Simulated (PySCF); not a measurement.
Electron correlation in Mn²⁺ (manganese, charge +2)

[Ar] 3d4 4s1, high-spin 6D determinant (an excited configuration). Computed with PySCF 2.14 in aug-cc-pVDZ (7s6p4d2f, 59 functions), with the non-relativistic Hamiltonian (point nucleus). Frozen: [Ar]; 5 electrons correlated.

```
  level  correlation energy (mhartree)
   CCSD                         -41.59
    (T)                          -0.30
CCSD(T)                         -41.89
```

Diagnostics: T1 = 0.0048, D1 = 0.0076, largest double amplitude 0.022.

Question: Is a single reference adequate?

Answer: Yes: T1 lies below 0.03 and no double amplitude reaches 0.07.
